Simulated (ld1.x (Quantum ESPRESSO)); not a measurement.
Configuration tests for antimony (Sb) (TM)

* Element: Sb
* Generator: ld1.x (Quantum ESPRESSO) 7.5
* Type: norm-conserving Troullier–Martins (Kleinman–Bylander form)
* Functional: PBE
* Relativity: scalar-relativistic
* Frozen core: [Kr]
* Valence charge: 15
* Reference configuration: 4d10 5s2 5p3
* Partial waves: 5p (bound): rc 2.40 bohr; 4d (bound): rc 1.40 bohr; 5s (bound): rc 1.65 bohr
* Local potential: the s channel
* Core correction: a·sin(br)/r model core inside 1.40 bohr

Energies are relative to the spin-unpolarised reference configuration 4d10 5s2 5p3; without spin polarisation the order of configurations can differ from experiment.

(1) Give the all-electron excitation energy and the error of the potential for: 4d10 5s2 5p2; 4d10 5s2 5p1; 4d10 5s2 5p0; 4d10 5s1 5p4; 4d10 5s1 5p3; 4d10 5s1 5p0; 4d9 5s2 5p3.

Levels in the configuration 4d9 5s2 5p3:

```json
{"level": "4d", "all-electron (eV)": "-48.350", "pseudo (eV)": "-48.956"}
{"level": "5s", "all-electron (eV)": "-22.896", "pseudo (eV)": "-22.892"}
{"level": "5p", "all-electron (eV)": "-13.504", "pseudo (eV)": "-13.421"}
```

Results:

(1)

```
valence configuration  charge  ΔE all-electron (eV)  error AE − PS (meV)
         4d10 5s2 5p2      +1                 8.317                 -1.1
         4d10 5s2 5p1      +2                24.285                 -2.6
         4d10 5s2 5p0      +3                48.698                 -9.6
         4d10 5s1 5p4       0                 8.112                 -3.1
         4d10 5s1 5p3      +1                17.049                 -0.8
         4d10 5s1 5p0      +4                92.991                  -20
          4d9 5s2 5p3      +1                40.735                 -323
```
